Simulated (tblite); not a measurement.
C₃H₅N₃Si.
Structure used (GFN2-xTB), in Å, numbered top down from 1:
```
atom  x, y, z in Å
Si1    2.1191    0.0848    0.0153
C2     0.2271    0.2367   -0.0048
C3    -0.6703   -0.8291   -0.0494
C4    -2.0140   -0.4899   -0.0295
N5    -2.3979    0.7797    0.0208
N6    -1.5148    1.7200    0.0530
N7    -0.2481    1.4835    0.0440
H8     2.5487    0.2178    1.4064
H9     2.6588    1.1301   -0.8432
H10    2.4330   -1.2567   -0.4855
H11   -0.3321   -1.8530   -0.0976
H12   -2.8083   -1.2247   -0.0555
```

Level: GFN2-xTB in tblite, geometry and Hessian alike; calculated harmonic values, unscaled, isolated species. The method is semi-empirical: single wavenumbers can be off by several per cent or more. Modes of hydrogen on silicon can be 10 to 20 % off. The optimisation stopped once no atom felt more than 0.01 eV/Å.

Lowest wavenumbers of the output (negative numbers stand for imaginary wavenumbers):
```
mode    cm-1
  1     -20.6
  2     105.8
  3     176.1
  4     194.9
  5     333.3
  6     395.6
  7     542.2
  8     556.8
  9     652.1
 10     728.1
 11     755.1
 12     765.7
 13     769.8
 14     785.2
 15     807.4
```

**Question.** Is this structure a minimum?

**Answer.** Not by this Hessian. 1 mode is imaginary beyond 20i (21i cm⁻¹), so at this level the point lies at or near a first-order saddle. The curvature is small, so loose convergence or finite differences may be the whole cause.

**Question.** Which atoms move in the imaginary mode?

**Answer.** 21i: H8 (Si–H hydrogen) 33 %, H9 (Si–H hydrogen) 31 %, H10 (Si–H hydrogen) 28 %. These are shares of the mass-weighted motion.

**Question.** What is the remedy?

**Answer.** Step along that mode in both directions, optimise again with tighter thresholds and repeat the frequencies. The zero-point energy of this point (46.7 kcal/mol) counts the 29 real modes alone, and thermal corrections from it aren't those of a minimum.
